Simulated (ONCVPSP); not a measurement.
**Pseudopotential generation for titanium (Ti): ONCV, PBEsol, scalar-relativistic.**

ONCVPSP 4.0.1 input, shortened (lines: element, Z, core and valence counts, functional; n l f; lmax; l rc ep ncon nbas qcut; lloc lpopt rc5 dvloc0; l nproj debl; icmod fcfact rcfact), PBEsol, scalar-relativistic:

```
  Ti 22.00    3    4  -116133      upf
    1    0    2.00
    2    0    2.00
    2    1    6.00
    3    0    2.00
    3    1    6.00
    3    2    2.00
    4    0    1.75
    3
    0    1.30    0.00    3    7    7.50
    1    1.45    0.00    3    8   11.10
    2    1.20    0.00    4    8    7.70
    3    1.20    0.28    3    6    9.10
    3    5    1.20    0.00
    0    2    0.90
    1    2    1.10
    2    3    0.40
    3    0    1.80
    0    0.00    0.00
```

In the p channel the program set the typed energies aside and used -1.487, 0.250 Ha.

All-electron outer shells of the reference configuration (PBEsol, scalar-relativistic, ld1.x):

```csv
shell,level (eV),outermost node (bohr),outermost maximum (bohr)
2p,-445.59,–,0.22
3s,-64.14,0.40,0.87
3p,-40.46,0.37,0.90
3d,-5.93,–,0.98
4s,-5.88,1.24,2.88
```

(1) Estimate the cutoffs (Ha) at which the residual kinetic energy of the hardest occupied pseudo-wave falls to 1 and 0.1 mHa per electron.

(2) Does the potential have ghost states?

(3) Which valence shell sets the plane-wave cutoff?

(4) Tests: 3s2 3p6 3d2 4s2; 3s2 3p6 3d2 4s1; 3s2 3p6 3d2 4s0; 3s2 3p6 3d2 4s1 4p1. Which has the largest error in its energy relative to the reference configuration, and how large is it?

Answers

(1) 147 Ha and 172 Ha.

(2) Ghosts flagged at negative energy: d at -121.7 eV; GHOST(+) flags only above 600 eV. A true bound ghost makes a file unfit for plane-wave use.

(3) 3d: 147 Ha for 1 mHa per electron, against 23 Ha for 3s.

(4) 3s2 3p6 3d2 4s0, with -0.4 meV (all-electron minus pseudo) on +19.54 eV.
